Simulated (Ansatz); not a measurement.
A set of 12 reactions (hydrolysis), with CCSD(T)/CBS values in kJ/mol:

| reaction | ΔE |
| --- | --- |
| `OCBF` + H₂O → `OCO` + `BF` | 52.2 |
| `FC[SiH2]S` + H₂O → `O[SiH2]S` + `CF` | -115.5 |
| `O=COC[SiH2]S` + H₂O → `O=COCO` + `[SiH3]S` | 37.0 |
| `[SiH3]C(Cl)I` + H₂O → `OC([SiH3])Cl` + HI | 40.3 |
| `C#[C][Zr]([OH])([OH])[F]` + H₂O → `C#[C][Zr]([OH])([OH])[OH]` + H–F | 48.1 |
| `O[C](=S)[InH][F]` + H₂O → `OC(O)=S` + `[F][InH2]` | 15.5 |
| `FC[SiH2][SnH3]` + H₂O → `[OH][SnH3]` + `FC[SiH3]` | 17.0 |
| `O[Si@H](Cl)C[Si@@H](O)F` + H₂O → `O[SiH](O)F` + `C[SiH](O)Cl` | -95.4 |
| `OCB[SiH3]` + H₂O → `OB[SiH3]` + CH₃OH | -132.5 |
| `FC[SiH2]S` + H₂O → `OCF` + `[SiH3]S` | 32.3 |
| `[NH2][AlH][N]([SiH3])[SiH3]` + H₂O → `[NH2][AlH][OH]` + `[SiH3]N[SiH3]` | -29.1 |
| `O/C=[C](\[AlH2])[SiH3]` + H₂O → `[OH][AlH2]` + `O/C=C/[SiH3]` | -109.2 |

Computed with Ansatz on PBE0-D4/def2-TZVP structures; ΔE is electronic, products minus reactants. CBS: MP2 limit from def2 TZ/QZ plus the TZ coupled-cluster correction, frozen cores. Small cases extrapolate CCSD(T) itself. Double bonds are as drawn, so ΔE can hold a change between cis and trans. DFT in def2-TZVPP. B3LYP here is the variant with VWN-RPA as its local correlation; programs differ in this. def2 core potentials past Kr. For I, In, Sn, Zr outer-core shells are correlated without core-valence functions, which leaves a few kJ/mol of doubt a bond. Each species was taken in one conformer, which may not be the lowest.

Q: Give the mean, mean absolute and largest difference (level minus CCSD(T)/CBS, kJ/mol) for: PBE-D4, r2SCAN-D4, B3LYP-D4, ωB97M-V, B2PLYP, r2SCAN, PBE0, B3LYP, SCS-MP2/def2-TZVPP, CCSD(T)/def2-TZVPP, HF/def2-QZVPP, MP2/def2-QZVPP, SCS-MP2/def2-QZVPP, MP2/CBS(def2). (Best estimate.)

A: The calculation gave: 
| level | mean | mean absolute | largest |
| --- | --- | --- | --- |
| PBE-D4 | 0.6 | 6.6 | -16.3 |
| r2SCAN-D4 | -5.3 | 6.8 | -20.6 |
| B3LYP-D4 | -5.8 | 6.6 | -18.0 |
| ωB97M-V | -5.8 | 6.6 | -23.2 |
| B2PLYP | -9.8 | 10.6 | -17.0 |
| r2SCAN | -6.5 | 8.1 | -21.5 |
| PBE0 | -5.3 | 8.1 | -22.6 |
| B3LYP | -12.8 | 14.2 | -27.3 |
| SCS-MP2/def2-TZVPP | -7.5 | 7.5 | -11.2 |
| CCSD(T)/def2-TZVPP | -4.8 | 4.8 | -11.7 |
| HF/def2-QZVPP | -24.4 | 25.7 | -57.7 |
| MP2/def2-QZVPP | 0.6 | 2.8 | 10.6 |
| SCS-MP2/def2-QZVPP | -4.8 | 5.2 | -10.7 |
| MP2/CBS(def2) | 2.6 | 3.7 | 15.1 |

The largest T1 diagnostic in the set is 0.019, for `O[C](=S)[InH][F]` (customary mark 0.02).

CCSD(T)/CBS is a level of theory with its own doubt, and the functionals carry their triple-zeta basis error, so these figures describe this set and don't rank the functionals.
